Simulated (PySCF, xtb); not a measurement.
B(F)(I)(OH) (BFHIO), SMILES OB(F)I. Other conformers were not sampled.

Harmonic wavenumbers (cm⁻¹) from GFN2-xTB run with xtb 6.7.1 at its own minimum, in rising order: 249, 298, 431, 557, 618, 888, 1145, 1357, 3589.

Question: What does PBE-D3(BJ)/def2-SVP in PySCF give at its own minimum? (An estimate is asked for; the answer gives what the named calculation found.)

Answer: 255, 297, 461, 555, 583, 957, 1199, 1427, 3697. Paired by order, the mean absolute difference is 42 cm⁻¹ and the zero-point energies are 13.1 and 13.5 kcal/mol.
